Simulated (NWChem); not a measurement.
Species: MgHSeF; SMILES [F][Mg][SeH]

```xyz
4

Mg     0.0244    -1.1305     0.0005
F      0.0031    -2.8882    -0.0022
Se     0.0755     1.2860     0.0043
H     -1.3989     1.3091    -0.0328
```
Atoms are numbered in this order, from 1.

Computed with NWChem. All runs use the structure optimised with PBE0/def2-SVP. Level: PBE0/aug-cc-pVDZ; rows give the wavelength of the field.

Q: Order these by “isotropic polarisability (bohr³)”, lowest first: 589 nm; static; 1065 nm.

A: static (51.8), 1065 nm (52.8), 589 nm (55.4)
